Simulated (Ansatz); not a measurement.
Basis-set series for `[SH][SnH]([Cl])[Cl]`. The species carries charge 0 and has multiplicity 1. Sn takes the def2 core potential. The structure was optimised at the PBE0-D4/def2-TZVP level. It is one conformer, not always the lowest.

```
functional       basis  functions  energy (Eh)  HOMO (eV)  LUMO (eV)
   PBE0-D4    def2-SVP         90  -1533.35292      -7.99      -1.76
   PBE0-D4  def2-TZVPP        204  -1533.82346      -8.12      -1.95
   ωB97M-V    def2-SVP         90  -1533.66915     -10.15       0.37
   ωB97M-V  def2-TZVPP        204  -1534.13580     -10.31       0.05
```

(1) Give the rows for def2-QZVPP. (An estimate is asked.)

Answers

(1) Ansatz gave: 
```tsv
functional	basis	functions	energy (Eh)	HOMO (eV)	LUMO (eV)
PBE0-D4	def2-QZVPP	352	-1533.86509	-8.14	-2.01
ωB97M-V	def2-QZVPP	352	-1534.17570	-10.35	-0.08
```

Positive LUMOs are unbound and depend on the basis.
